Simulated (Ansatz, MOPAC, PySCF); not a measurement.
Dimer: CH3Cl (SMILES CCl) (first 5 atoms) with C2H6 (SMILES CC); geometry from B3LYP-D3(BJ)/def2-TZVP.
(charge 0, multiplicity 1):
```xyz
13

C     -0.6717    -0.9111     0.8401
Cl    -0.8430     0.8742     0.7990
H     -0.5880    -1.2688    -0.1815
H      0.2218    -1.1551     1.4063
H     -1.5509    -1.3272     1.3220
C      0.7412     0.3410     4.3095
C     -0.6089    -0.3567     4.4447
H      1.0635     0.3857     3.2678
H      1.5161    -0.1758     4.8794
H      0.6915     1.3685     4.6747
H     -1.3738     0.1532     3.8567
H     -0.9441    -0.3754     5.4835
H     -0.5589    -1.3921     4.0999
```

Monomers are frozen at their geometry in the pair; levels with a basis set take the counterpoise correction.

Rows in 6-31G* carry no dispersion term and start afresh at each structure (6-31G* with six Cartesian d functions). MP2/6-31G* freezes PySCF's default core. The state reached by PM3 isn't checked.

Codes used: Ansatz (Gaussian orbitals); MOPAC for PM3 (differences of heats of formation); PySCF for 6-31G* rows, the dispersion terms. Each number belongs to the level named beside it.

One of these levels gives -0.47 kcal/mol for the interaction energy. Which?
A. r2SCAN-D4/def2-TZVPPD
B. PM3
C. MP2/6-31G*

B, PM3. The others give -1.32 (r2SCAN-D4/def2-TZVPPD), 0.02 (MP2/6-31G*)

Ansatz is an electronic-structure program.
